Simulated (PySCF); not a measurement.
SeHF, SMILES F[SeH]. Geometry optimised at B3LYP-D3(BJ)/def2-TZVP.

TDA-PBE0/def2-TZVPD in PySCF puts the lowest singlet excitations at 3.14, 5.52, 6.23, 7.11, 7.30, 7.41 eV and the lowest triplet (TDA) at 2.19 eV.

Task: What are the lowest singlet roots from EOM-CCSD/aug-cc-pVDZ (PySCF)? (Estimate from the structure and the level; the computed values follow.)

Result: 3.31, 5.60, 6.54, 7.63, 7.74, 8.14 eV; triplets 2.43, 5.13, 5.58 eV. S1 differs by 0.17 eV (second minus first; roots are paired by order, and the bases may differ).
